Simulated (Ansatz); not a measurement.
The same path of ClF₃H₄NOTa (11 atoms, charge 0, multiplicity 1) was run twice with different band settings. Lost on the way: Ta1–Cl2, O9–H11. Made: Cl2–H11.

Theory: Ansatz, RKS PBE-D4/def2-SVP.

Relaxed end points:

```xyz
11
Properties=species:S:1:pos:R:3
Ta -0.045 0.053 0.310
Cl 2.273 0.610 0.486
F -0.334 0.472 2.142
F 0.158 -0.320 -1.553
N -0.898 1.751 -0.178
H -1.252 2.435 0.500
H -1.035 2.077 -1.141
F -1.438 -1.257 0.390
O 0.992 -1.974 0.806
H 0.577 -2.810 0.517
H 1.955 -2.012 0.639
```

```xyz
11
Properties=species:S:1:pos:R:3
Ta -0.804 -0.475 0.347
Cl 3.087 0.446 1.150
F -0.546 0.077 2.142
F -0.966 -0.932 -1.500
N -0.573 1.388 -0.228
H -0.329 2.151 0.413
H -0.533 1.686 -1.208
F -2.562 -1.094 0.682
O 0.797 -1.580 0.442
H 1.148 -2.095 -0.308
H 2.235 -0.547 0.987
```

Common settings: climbing image yes; spring 5.0 eV/Å²; optimiser quadratic models (default); start path through a guess of the saddle point; force threshold 0.03 eV/Å; iteration limit 60; end points relaxed.

| run | movable images |
| --- | --- |
| 1 | 7 |
| 2 | 3 |

**Question.** What does each run give, and how far can it be trusted?

**Answer.** Run 1: converged after 18 iterations, highest image 0.922 eV above the first end. A vibrational analysis at the climbing image gives one clearly imaginary mode, 73i cm⁻¹: a first-order saddle point.
Run 2: converged after 28 iterations, highest image 0.849 eV above the first end. The order of the stationary point at the top wasn't checked. So few images can step over the top or miss a turn of the path.
The orbitals stay closed-shell, which can raise the energy where a bond breaks towards radicals; this wasn't checked here.
